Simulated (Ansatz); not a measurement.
A made-up structure of B2H4Te, closed shell:

```
7
angstrom
B -1.0081 -0.2675 0.2813
B 2.0574 0.2140 -0.4616
Te 0.0389 0.8446 -0.2941
H -1.5673 -1.0400 -0.4459
H -1.2077 -0.3941 1.4572
H -0.2008 2.4420 -0.7913
H 1.8912 -0.8535 -0.0675
```

It is relaxed with PBE-D4/def2-SVP and then PBE0-D4/def2-TZVP (Ansatz 0.2.0). Atoms count as bonded within 1.22 times the sum of their covalent radii (H–H: 0.88 Å). The end point is not checked to be a true minimum.

Problem. Does its bonding change? (A judgement: the text doesn't fix the answer.)

Solution. By the calculation: Yes. Formed: B1–B2, B1–H7, B2–H4; broken: none.

Where it ends: The first stage lowers the energy by 5.86 eV in 25 steps. It ends as B₂H₄Te ([H]1[B]23[H][BH]12[TeH]3):
| atom | x (Å) | y (Å) | z (Å) |
| --- | --- | --- | --- |
| B1 | -0.2359 | -0.3289 | 0.4136 |
| B2 | 0.9592 | -0.3800 | -0.7852 |
| Te3 | 0.4856 | 1.7933 | 0.1779 |
| H4 | -0.3712 | -0.6718 | -0.8484 |
| H5 | -1.0718 | -0.7201 | 1.1590 |
| H6 | -0.6989 | 2.1684 | -0.9181 |
| H7 | 0.9365 | -0.9154 | 0.4793 |

Labels in which every atom is bracketed show which atoms are joined, not bond orders.

For scale, one of the runs: PBE0-D4/def2-TZVP relaxation, 136 basis functions, launched by `ansatz run in.yaml --threads 2 --pin off --events-out ev --progress --plain --max-ram 4352MiB`. The run took about 48 s on 2 CPU threads of an Arm Neoverse V1 (shared host).
